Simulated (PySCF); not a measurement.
C3H9BClN (SMILES CB(Cl)N(C)C), singlet, geometry from GFN2-xTB; PySCF with DF-PBE/STO-3G.

Here is a job for PySCF.
```python
from pyscf import gto, scf, dft

mol = gto.Mole()
mol.atom = '''
    B     0.31938379   -0.32996753    0.30430356
    Cl    1.46261664   -0.59841604   -0.99450760
    C     0.59055027   -1.04465961    1.69967122
    H    -0.22590844   -1.70957556    1.97701325
    H     0.70196233   -0.32263186    2.50707443
    H     1.49770548   -1.64300599    1.67731523
    N    -0.77215230    0.49178272    0.06486536
    C    -1.05251990    1.15903250   -1.19025956
    C    -1.78526904    0.79120034    1.05487565
    H    -2.02239977    0.83655263   -1.57918034
    H    -1.08207344    2.24211441   -1.04200372
    H    -0.28243994    0.92225086   -1.91872616
    H    -1.82772092    1.86909391    1.23536382
    H    -2.76678883    0.46541317    0.69890609
    H    -1.56524024    0.28678031    1.98956754
'''
mol.basis = 'sto-3g'
mol.verbose = 4
mol.max_memory = 1800
mol.build()

mf = dft.RKS(mol)
mf.xc = 'pbe'
mf = mf.density_fit(auxbasis='def2-universal-jkfit')
mf.kernel()
```

Task: What does PySCF print? Leave out banner, timings and long lists.

Result: 
```
PySCF version 2.14.0

[INPUT] verbose = 4
[INPUT] num. atoms = 15
[INPUT] num. electrons = 56
[INPUT] charge = 0
[INPUT] spin (= nelec alpha-beta = 2S) = 0
[INPUT] symmetry False subgroup None
[INPUT] Mole.unit = angstrom
[INPUT] Symbol           X                Y                Z      unit          X                Y                Z       unit  Magmom
[INPUT]  1 B      0.319383790000  -0.329967530000   0.304303560000 AA    0.603547891726  -0.623548261699   0.575050387130 Bohr   0.0
[INPUT]  2 Cl     1.462616640000  -0.598416040000  -0.994507600000 AA    2.763944874832  -1.130842424147  -1.879346992799 Bohr   0.0
[INPUT]  3 C      0.590550270000  -1.044659610000   1.699671220000 AA    1.115978273088  -1.974120556295   3.211913107605 Bohr   0.0
[INPUT]  4 H     -0.225908440000  -1.709575560000   1.977013250000 AA   -0.426905080828  -3.230629597650   3.736013587136 Bohr   0.0
[INPUT]  5 H      0.701962330000  -0.322631860000   2.507074430000 AA    1.326516553462  -0.609685854459   4.737684046600 Bohr   0.0
[INPUT]  6 H      1.497705480000  -1.643005990000   1.677315230000 AA    2.830253172460  -3.104831342120   3.169666409262 Bohr   0.0
[INPUT]  7 N     -0.772152300000   0.491782720000   0.064865360000 AA   -1.459156373453   0.929334653594   0.122577765371 Bohr   0.0
[INPUT]  8 C     -1.052519900000   1.159032500000  -1.190259560000 AA   -1.988974351655   2.190253994470  -2.249264585545 Bohr   0.0
[INPUT]  9 C     -1.785269040000   0.791200340000   1.054875650000 AA   -3.373669544265   1.495151952263   1.993426073973 Bohr   0.0
[INPUT] 10 H     -2.022399770000   0.836552630000  -1.579180340000 AA   -3.821781679683   1.580855359485  -2.984218343898 Bohr   0.0
[INPUT] 11 H     -1.082073440000   2.242114410000  -1.042003720000 AA   -2.044822448266   4.236982174841  -1.969101651578 Bohr   0.0
[INPUT] 12 H     -0.282439940000   0.922250860000  -1.918726160000 AA   -0.533734133239   1.742801543545  -3.625866950438 Bohr   0.0
[INPUT] 13 H     -1.827720920000   1.869093910000   1.235363820000 AA   -3.453891970938   3.532075590992   2.334499283996 Bohr   0.0
[INPUT] 14 H     -2.766788830000   0.465413170000   0.698906090000 AA   -5.228473133206   0.879503426066   1.320741096891 Bohr   0.0
[INPUT] 15 H     -1.565240240000   0.286780310000   1.989567540000 AA   -2.957875372748   0.541936243818   3.759737756925 Bohr   0.0

nuclear repulsion = 287.5572409296
number of shells = 29
number of NR pGTOs = 129
number of NR cGTOs = 43
basis = sto-3g
ecp = {}

******** <class 'pyscf.df.df_jk.DFRKS'> ********
method = DFRKS
initial guess = minao
damping factor = 0
level_shift factor = 0
DIIS = <class 'pyscf.scf.diis.CDIIS'>
diis_start_cycle = 1
diis_space = 8
diis_damp = 0
SCF conv_tol = 1e-09
SCF conv_tol_grad = None
SCF max_cycles = 50
direct_scf = False
XC library pyscf.dft.libxc version 7.1.2
    S. Lehtola, C. Steigemann, M. J. T. Oliveira, and M. A. L. Marques,  SoftwareX 7, 1–5 (2018)
XC functionals = pbe
    J. P. Perdew, K. Burke, and M. Ernzerhof,  Phys. Rev. Lett. 77, 3865 (1996)
    J. P. Perdew, K. Burke, and M. Ernzerhof,  Phys. Rev. Lett. 78, 1396 (1997)
    J. P. Perdew, K. Burke, and M. Ernzerhof,  Phys. Rev. Lett. 77, 3865 (1996)
    J. P. Perdew, K. Burke, and M. Ernzerhof,  Phys. Rev. Lett. 78, 1396 (1997)
radial grids:
    Treutler-Ahlrichs [JCP 102, 346 (1995); DOI:10.1063/1.469408] (M4) radial grids

becke partition: Becke, JCP 88, 2547 (1988); DOI:10.1063/1.454033
pruning grids: <function nwchem_prune>
grids dens level: 3
symmetrized grids: False
atomic radii adjust function: <function treutler_atomic_radii_adjust>
small_rho_cutoff = 0
Set gradient conv threshold to 3.16228e-05
Initial guess from minao.
tot grids = 177456
init E= -651.80175595563
  HOMO = -0.273204653680727  LUMO = -0.0155954150557915  gap/eV = 7.00990
cycle= 1 E= -651.668721501862  delta_E= 0.133  |g|= 0.326  |ddm|= 4.71
  HOMO = -0.112748778133521  LUMO = 0.0934962247129764  gap/eV = 5.61221
cycle= 2 E= -651.64957256514  delta_E= 0.0191  |g|= 0.43  |ddm|= 1.06
  HOMO = -0.150321924307249  LUMO = 0.102247923713578  gap/eV = 6.87278
cycle= 3 E= -651.703232338198  delta_E= -0.0537  |g|= 0.102  |ddm|= 0.643
  HOMO = -0.145073414803886  LUMO = 0.0978715202645443  gap/eV = 6.61087
cycle= 4 E= -651.706873027786  delta_E= -0.00364  |g|= 0.0191  |ddm|= 0.173
  HOMO = -0.148470963931666  LUMO = 0.0938464875549677  gap/eV = 6.59379
cycle= 5 E= -651.706981472714  delta_E= -0.000108  |g|= 0.00274  |ddm|= 0.0292
  HOMO = -0.148039418204122  LUMO = 0.0945650130674296  gap/eV = 6.60160
cycle= 6 E= -651.706984429328  delta_E= -2.96e-06  |g|= 0.000893  |ddm|= 0.00532
  HOMO = -0.148103234660029  LUMO = 0.0944520860985942  gap/eV = 6.60027
cycle= 7 E= -651.706984714896  delta_E= -2.86e-07  |g|= 0.000172  |ddm|= 0.00164
  HOMO = -0.148110882965086  LUMO = 0.0944646507543382  gap/eV = 6.60082
cycle= 8 E= -651.706984725814  delta_E= -1.09e-08  |g|= 1.73e-05  |ddm|= 0.000265
  HOMO = -0.148112166866075  LUMO = 0.0944645114220137  gap/eV = 6.60085
cycle= 9 E= -651.706984725904  delta_E= -9.03e-11  |g|= 5.79e-06  |ddm|= 2.58e-05
  HOMO = -0.148112981897458  LUMO = 0.0944646115110968  gap/eV = 6.60087
Extra cycle  E= -651.706984725888  delta_E= 1.6e-11  |g|= 7.96e-06  |ddm|= 1.84e-05
converged SCF energy = -651.706984725888
```
